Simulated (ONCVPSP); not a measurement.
**iron (Fe): ONCV pseudisation with LDA (Perdew-Wang 92), scalar-relativistic reference atom.**

iron (Fe), optimised norm-conserving Vanderbilt (ONCV), made with ONCVPSP 4.0.1 (LDA (Perdew-Wang 92), scalar-relativistic). Core [Ne], reference 3s2 3p6 3d6 4s1 4p1. Waves: 3s+4s: rc 1.55 bohr, ncon 4, nbas 8, qcut 7 1/bohr, 2 projectors; 3p+4p: rc 1.30 bohr, ncon 4, nbas 8, qcut 12 1/bohr, 2 projectors; 3d: rc 1.75 bohr, ncon 5, nbas 10, qcut 9.6 1/bohr, 2 projectors, debl 0.4 Ha. Local part: polynomial inside 1.15 bohr (lpopt 5, dvloc0 3 Ha). Core correction: Teter function, fcfact 3.75, rcfact 1.45.

Poles of the logarithmic derivatives, all-electron (AE) and pseudo (PS). s: poles at -3.3 (AE) and -3.3 (PS) Ha. p: poles at -1.4 (AE) and -1.4 (PS) Ha. d: poles at -0.0 (AE) and -0.0 (PS) Ha. Test radii: s 1.57, p 1.32, d 1.77 bohr.

* Cutoffs needed: 37 Ha and 44 Ha (the cutoffs (Ha) at which the residual kinetic energy of the hardest occupied pseudo-wave falls to 1 and 0.1 mHa per electron)
* Ghost test: no bound ghost flagged; no localised positive-energy state flagged
* Largest excitation error: +2.4 meV (all-electron minus pseudo) for 3s2 3p6 3d6 4s0 4p0, out of 4 test configurations
* rms error of d²Exc/dni dnj: 2.98 mHa without and 0.78 mHa with the model core
